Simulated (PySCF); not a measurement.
C$_{6}$H$_{16}$N$_{2}$, charge -1, doublet, at the geometry of the source list (a state made from the parent by changing its charge; the spin is typed, not shown lowest) (in this run its highest filled SCF level lies above zero, so its values depend strongly on the basis, on diffuse functions most of all); MN15/STO-3G (PySCF).

Input for PySCF:
```python
from pyscf import gto, scf, dft

mol = gto.M(
    atom='''
C     2.41240000   -1.09460000    0.97750000
N     1.34980000   -0.27300000    0.44100000
C     1.86760000    0.93370000   -0.16730000
C     0.51700000   -1.04020000   -0.46510000
C    -0.68000000   -0.25830000   -1.01810000
N    -1.30650000    0.61790000   -0.04710000
C    -1.76190000   -0.09170000    1.12920000
C    -2.37730000    1.37450000   -0.65780000
H     2.98100000   -0.51240000    1.70130000
H     1.98200000   -1.95600000    1.48840000
H     3.10470000   -1.46230000    0.20110000
H     1.03490000    1.59190000   -0.39930000
H     2.44490000    0.73210000   -1.08520000
H     2.51830000    1.43740000    0.54630000
H     0.15820000   -1.91350000    0.08710000
H     1.09680000   -1.41460000   -1.33220000
H    -0.35230000    0.36710000   -1.85340000
H    -1.39960000   -0.99750000   -1.42300000
H    -0.89800000   -0.50100000    1.64530000
H    -2.26120000    0.61180000    1.79430000
H    -2.46660000   -0.90510000    0.88770000
H    -3.19590000    0.73580000   -1.03100000
H    -1.98270000    1.94980000   -1.49550000
H    -2.78580000    2.06820000    0.07570000
''',
    basis='sto-3g',
    charge=-1,
    spin=1,
    verbose=4,
)

mf = dft.UKS(mol)
mf.xc = 'mn15'
mf.kernel()
mf.analyze()
```

**Question.** Predict the main parts of the log of this PySCF run.

**Answer.** 
```
PySCF version 2.14.0

[INPUT] verbose = 4
[INPUT] num. atoms = 24
[INPUT] num. electrons = 67
[INPUT] charge = -1
[INPUT] spin (= nelec alpha-beta = 2S) = 1
[INPUT] symmetry False subgroup None
[INPUT] Mole.unit = angstrom
[INPUT] Symbol           X                Y                Z      unit          X                Y                Z       unit  Magmom
[...]
nuclear repulsion = 428.464775332126
number of shells = 40
number of NR pGTOs = 168
number of NR cGTOs = 56
basis = sto-3g
ecp = {}

******** <class 'pyscf.dft.uks.UKS'> ********
method = UKS
initial guess = minao
damping factor = 0
level_shift factor = 0
DIIS = <class 'pyscf.scf.diis.CDIIS'>
diis_start_cycle = 1
diis_space = 8
diis_damp = 0
SCF conv_tol = 1e-09
SCF conv_tol_grad = None
SCF max_cycles = 50
direct_scf = True
direct_scf_tol = 1e-13
number electrons alpha = 34  beta = 33
XC library pyscf.dft.libxc version 7.1.2
    S. Lehtola, C. Steigemann, M. J. T. Oliveira, and M. A. L. Marques,  SoftwareX 7, 1–5 (2018)
XC functionals = mn15
    H. S. Yu, X. He, S. L. Li, and D. G. Truhlar,  Chem. Sci. 7, 5032–5051 (2016)
    H. S. Yu, X. He, S. L. Li, and D. G. Truhlar,  Chem. Sci. 7, 5032–5051 (2016)
radial grids:
    Treutler-Ahlrichs [JCP 102, 346 (1995); DOI:10.1063/1.469408] (M4) radial grids

becke partition: Becke, JCP 88, 2547 (1988); DOI:10.1063/1.454033
pruning grids: <function nwchem_prune>
grids dens level: 3
symmetrized grids: False
atomic radii adjust function: <function treutler_atomic_radii_adjust>
small_rho_cutoff = 0
Set gradient conv threshold to 3.16228e-05
tot grids = 269440
init E= -342.48982669025

cycle= 1 E= -340.943148804933  delta_E= 1.55  |g|= 0.407  |ddm|= 4.66
cycle= 2 E= -340.964559975882  delta_E= -0.0214  |g|= 0.381  |ddm|= 1.81
cycle= 3 E= -341.056551506339  delta_E= -0.092  |g|= 0.0291  |ddm|= 0.981
cycle= 4 E= -341.057089468565  delta_E= -0.000538  |g|= 0.0129  |ddm|= 0.0898
cycle= 5 E= -341.057209586255  delta_E= -0.00012  |g|= 0.00163  |ddm|= 0.0343
cycle= 6 E= -341.057219528163  delta_E= -9.94e-06  |g|= 0.00128  |ddm|= 0.0222
cycle= 7 E= -341.057224483174  delta_E= -4.96e-06  |g|= 0.000555  |ddm|= 0.0153
cycle= 8 E= -341.05722764266  delta_E= -3.16e-06  |g|= 0.000266  |ddm|= 0.0195
cycle= 9 E= -341.057228367604  delta_E= -7.25e-07  |g|= 0.000103  |ddm|= 0.0116
cycle= 10 E= -341.057228412558  delta_E= -4.5e-08  |g|= 7.87e-05  |ddm|= 0.00232
cycle= 11 E= -341.057228428596  delta_E= -1.6e-08  |g|= 1.13e-05  |ddm|= 0.00166
[...]
converged SCF energy = -341.057228429193  <S^2> = 0.75139417  2S+1 = 2.0013937
Total Energy =                        -341.057228429193344
[...]
spin density of  5 N =      0.12955
spin density of  6 C =      0.05645
spin density of  7 C =      0.09029
spin density of  8 H =     -0.00232
spin density of  9 H =      0.00403
spin density of  10 H =      0.00349
spin density of  11 H =      0.00177
spin density of  12 H =      0.00401
spin density of  13 H =     -0.00233
spin density of  14 H =     -0.00293
spin density of  15 H =      0.03943
spin density of  16 H =     -0.00293
spin density of  17 H =      0.03946
spin density of  18 H =      0.00176
spin density of  19 H =     -0.00234
spin density of  20 H =      0.00401
spin density of  21 H =      0.00349
spin density of  22 H =      0.00403
spin density of  23 H =     -0.00232
 ** Mulliken pop alpha/beta on meta-lowdin orthogonal AOs **
 ** Mulliken pop       alpha | beta **
In total            34.00000 | 33.00000
 ** Mulliken atomic charges   ( Nelec_alpha | Nelec_beta ) **
charge of  0C =     -0.08659  (     3.08839      2.99820 )
charge of  1N =     -0.21844  (     3.67398      3.54446 )
charge of  2C =     -0.08125  (     3.06881      3.01244 )
charge of  3C =     -0.04778  (     3.11324      2.93454 )
charge of  4C =     -0.04777  (     3.11320      2.93457 )
charge of  5N =     -0.21847  (     3.67401      3.54446 )
charge of  6C =     -0.08126  (     3.06885      3.01241 )
charge of  7C =     -0.08661  (     3.08845      2.99816 )
charge of  8H =      0.00341  (     0.49713      0.49945 )
charge of  9H =      0.00379  (     0.50012      0.49609 )
charge of  10H =     -0.01764  (     0.51057      0.50708 )
charge of  11H =      0.03498  (     0.48339      0.48162 )
charge of  12H =     -0.01415  (     0.50908      0.50507 )
charge of  13H =      0.00649  (     0.49559      0.49792 )
charge of  14H =     -0.01590  (     0.50649      0.50942 )
charge of  15H =     -0.06685  (     0.55314      0.51371 )
charge of  16H =     -0.01590  (     0.50648      0.50941 )
charge of  17H =     -0.06686  (     0.55316      0.51370 )
charge of  18H =      0.03498  (     0.48339      0.48163 )
charge of  19H =      0.00647  (     0.49560      0.49794 )
charge of  20H =     -0.01416  (     0.50909      0.50507 )
charge of  21H =     -0.01767  (     0.51058      0.50709 )
charge of  22H =      0.00376  (     0.50013      0.49611 )
charge of  23H =      0.00342  (     0.49713      0.49945 )

WARN: System has nonzero charge -1; the dipole moment is origin-dependent.
Location of origin: [0. 0. 0.]

Dipole moment(X, Y, Z, Debye):  0.03784,  0.28825,  0.32977
```
